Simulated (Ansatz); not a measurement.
Ideal-gas functions of C$_{2}$H$_{2}$BFSe (`C#C[Se]BF`) at 298.15 K and 1 bar, from an Ansatz frequency run at PBE0-D4/def2-TZVP.

Molar mass 134.81 g/mol, point group Cs (symmetry number 1), electronic degeneracy 1, moments of inertia 128.23, 165.196, 293.427 u Å². Harmonic wavenumbers (cm⁻¹, unscaled): 99, 181, 287, 333, 399, 577, 644, 644, 706, 802, 1079, 1341, 2173, 2653, 3477.

Use S(trans) = R[1.5 ln M + 2.5 ln T − 1.1517]; rotational temperatures θ = 24.2544 K / I; S(rot) = R[ln(√π/σ · √(T³/θAθBθC)) + 1.5]; for each mode x = 1.438777 ν̃/T, S = R[x/(eˣ − 1) − ln(1 − e⁻ˣ)] and H = RT x/(eˣ − 1); 1 cm⁻¹ = 0.0119627 kJ/mol; R = 8.31446 J/(mol·K).

By hand: the entropy, in J/(mol·K).

Translation 170.0. Rotation: θ = 0.1891, 0.1468, 0.0827 K, giving 113.6. Vibration, mode by mode: 14.53, 9.70, 6.24, 5.21, 4.04, 2.05, 1.59, 1.59, 1.25, 0.86, 0.28, 0.10, 0.00, 0.00, 0.00, in all 47.5. Electronic 0.0. Sum 331.1 J/(mol·K).

By hand: H − E and G − E in kJ/mol, counted from the electronic energy.

Zero-point energy ½ × 15395 × 0.0119627 = 92.1; thermal vibration 8.2; translation, rotation and pV give 4 RT = 9.9. H − E = 110.2 kJ/mol, and G − E = 110.2 − 298.15 × 331.1/1000 = 11.5 kJ/mol.

Vibration gives 14 % of the entropy, 14.5 J/(mol·K) of it from the mode under 150 cm⁻¹: soft modes count most, and the harmonic formula is weakest for them. The sum counts one conformer and one mirror image; others add a mixing term.
